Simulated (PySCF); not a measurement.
Bonds (- single, = double, # triple, : aromatic): C1=C2, C2-Si3, Si3-Si4, Si4-Si5, Si5-C6, C6=O7, Si5-Si8, Si8-Si3. C1 carries H9, H10; C2 carries H11; Si3 carries H12; Si4 carries H13, H14; Si5 carries H15; C6 carries H16; Si8 carries H17, H18. Stereochemistry as in C=C[Si@H]1[SiH2][Si@@H](C=O)[SiH2]1. H13, H18 are cis to C2 on the ring; H9 is cis to Si3; H14, H17 are trans to C2 on the ring; H10 is trans to Si3.

PySCF calculation with shielding tensors at PBE0/pcSseg-1 (GIAO) and coordinates at the GFN2-xTB level; no relativistic terms, gas phase, equivalent nuclei averaged, one computed conformer.

Chemical shifts δ = σref − σ; TMS for ¹³C (σ = 186.93 ppm) and ¹H (σ = 31.72 ppm) and ²⁹Si (σ = 349.16 ppm); ¹⁷O (σ = 336.08 ppm) against H2O, all at this level.

```csv
atoms,nucleus,count,δ (ppm)
O7,¹⁷O,1,929.1
Si5,²⁹Si,1,-67.1
C2,¹³C,1,139.5
Si3,²⁹Si,1,?
H12,¹H,1,5.13
H16,¹H,1,13.17
C1,¹³C,1,141.7
H14/H17,¹H,2,?
H15,¹H,1,?
H9,¹H,1,?
H10,¹H,1,6.47
Si4/Si8,²⁹Si,2,?
H11,¹H,1,7.45
C6,¹³C,1,261.0
H13/H18,¹H,2,4.10
```

Fill in the missing shifts.

Answers


- H9: 6.27 ppm, hydrogen on a terminal =CH2 carbon; a vinylic proton, deshielded by the sp2 carbon and the C=C anisotropy
- H15: 4.92 ppm, hydrogen on a silicon bonded to C, 2 Si, in a 4-membered ring
- H14/H17: 4.24 ppm, hydrogen on a silicon bonded to 2 Si, in a 4-membered ring
- Si3: -39.6 ppm, silicon bonded to C, 2 Si, H, in a 4-membered ring
- Si4/Si8: -81.9 ppm, silicon bonded to 2 Si, 2 H, in a 4-membered ring

Shifts are as computed. Against solution values, carbons near 30 ppm lie about +3 ppm off and those near 130 ppm about +5 ppm. Of 1211 compounds with measured shifts, 218 miss one by over three times the rms of a fit or turn the order of signals round; such compounds aren't used in these exercises. Unscaled 17O shifts of doubly bonded oxygen tend to come out too high, by tens of ppm or more. Experimental scales use liquid or dissolved standards, which lie at an offset from isolated H2O (liquid H2O: subtract about 36 ppm).
